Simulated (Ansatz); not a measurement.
C2H6GeO2 can be A, `[CH3][GeH2][O]C=O`, or B, `[CH3][GeH2][C](=O)O`.

Computed with Ansatz on PBE0-D4/def2-TZVP structures; ΔE is electronic, products minus reactants. CBS: MP2 limit from def2 TZ/QZ plus the TZ coupled-cluster correction, frozen cores. DFT in def2-TZVPP. For Ge outer-core shells are correlated without core-valence functions, which leaves a few kJ/mol of doubt a bond. Scalar relativity is left out up to krypton. Each species was taken in one conformer, which may not be the lowest.

A:

Z-matrix (Å, degrees):
```
C
Ge 1 1.935
H 1 1.089 2 109.6
H 1 1.091 2 109.8 3 120.4
H 1 1.092 2 109.7 3 -120.3
O 2 1.847 1 109.4 3 -69.5
H 2 1.535 1 113.0 3 -179.4
H 2 1.532 1 114.8 3 51.2
C 6 1.315 2 115.0 1 65.3
O 9 1.204 6 125.2 2 -0.7
H 9 1.101 6 111.5 2 179.3
```

B:

Z-matrix (Å, degrees):
```
C
Ge 1 1.947
H 1 1.091 2 110.3
H 1 1.090 2 109.8 3 120.1
H 1 1.090 2 110.2 3 -120.2
C 2 2.001 1 110.8 3 -177.1
H 2 1.535 1 112.7 3 64.6
H 2 1.537 1 111.6 3 -59.3
O 6 1.348 2 112.5 1 22.4
O 6 1.199 2 125.0 1 -158.4
H 9 0.972 6 106.9 2 178.8
```

(1) Which is lower in electronic energy at CCSD(T)/CBS, and by how much? (Best estimate.)

(2) Give E(B) − E(A) in kJ/mol with r2SCAN-D4, MP2/def2-TZVPP, ωB97M-V, HF/def2-TZVPP, CCSD/def2-TZVPP, B2PLYP, CCSD(T)/def2-TZVPP. (An estimate is asked.)

Largest T1 diagnostic: 0.014.

Answers

(1) The calculation gave: A, by 61.0 kJ/mol.

(2) Computed: r2SCAN-D4 59.8, MP2/def2-TZVPP 64.2, ωB97M-V 60.0, HF/def2-TZVPP 76.3, CCSD/def2-TZVPP 63.5, B2PLYP 62.7, CCSD(T)/def2-TZVPP 62.3. None reverses the order clearly.

From PBE to PBE0 (25 % exact exchange), in def2-TZVPP and without D4, E(B) − E(A) moves by +4.6 kJ/mol. In def2-TZVPP, CCSD(T) changes the Hartree–Fock value by −14.1 kJ/mol (the triples alone add −1.2 kJ/mol) and MP2 by −12.1 kJ/mol.
